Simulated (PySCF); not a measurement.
C2H4N3, SMILES c1nc[nH][nH+]1, charge +1. The structure is a stationary point at PBE-D3(BJ)/def2-SVP. The isomer is the one that the SMILES or the coordinates give; other isomers of the formula were not compared.

Computed with PBE-D3(BJ)/def2-SVP (PySCF).

Harmonic wavenumbers (cm⁻¹): 532, 608, 619, 654, 875, 897, 905, 959, 1085, 1088, 1178, 1223, 1252, 1399, 1425, 1485, 1510, 3188, 3192, 3476, 3487. Rotational constants (GHz): 9.724, 9.348, 4.766; symmetry number 2.

**Question.** Work out the zero-point energy and the ideal-gas rigid-rotor harmonic-oscillator thermochemistry at 298.15 K and 1 atm.

**Answer.** ZPE = ½ Σ hcν = ½ × 31035 cm⁻¹ = 185.63 kJ/mol. H − E(el) = 198.10 kJ/mol. Entropy in J/(mol K): translation 161.75, rotation 95.16, vibration 11.10, total 268.01. G − E(el) = 118.20 kJ/mol. Cp = 65.00 J/(mol K).
